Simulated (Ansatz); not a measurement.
`C/C=C\BCl` + CH₃NH₂ → `CNBCl` + propene  (ligand exchange at a B–C bond)

Gas-phase electronic energies from Ansatz, PBE0-D4/def2-TZVP geometries. CCSD(T)/CBS adds triple-zeta CCSD(T) − MP2 to the extrapolated MP2 energy (def2 sets, frozen cores). One conformer a species, not always the lowest.

```
    species  CCSD/def2-TZVPP energy (Eh)
`C/C=C\BCl`                   -602.20632
     CH₃NH₂                    -95.68504
    `CNBCl`                   -580.27560
     `C=CC`                   -117.66194
```

Question: Work out ΔE.

Answer: ΔE = (-580.27560) + (-117.66194) − (-602.20632) − (-95.68504) = -0.04618 Eh = -1.26 eV. CCSD(T)/CBS gives -1.24 eV.

Largest T1 diagnostic among the species: 0.012.
